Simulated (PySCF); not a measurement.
tert-butylthiol (C₄H₁₀S), SMILES CC(C)(C)S. The structure is a stationary point at PBE-D3(BJ)/def2-SVP. Other conformers were not sampled.

Q: Give the equilibrium geometry at PBE-D3(BJ)/def2-SVP (PySCF confirms it by a frequency run) as Cartesian coordinates in Å, and its point group. (Estimate from the structure and the level; the computed values follow.)

A: This is not unique; one that fits is point group Cs.
```xyz
15

C      0.7243     0.8447    -1.2641
C      0.0058     0.3572     0.0000
C      0.7243     0.8447     1.2641
C     -1.4598     0.8166     0.0000
S     -0.0755    -1.5095     0.0000
H      0.7349     1.9559    -1.2956
H      0.2202     0.4732    -2.1775
H      1.7772     0.4972    -1.2877
H      0.2202     0.4732     2.1775
H      0.7349     1.9559     1.2956
H      1.7772     0.4972     1.2877
H     -1.9963     0.4518     0.8989
H     -1.9963     0.4518    -0.8989
H     -1.5038     1.9255     0.0000
H      1.2730    -1.7096     0.0000
```
Charge 0, spin multiplicity 1.
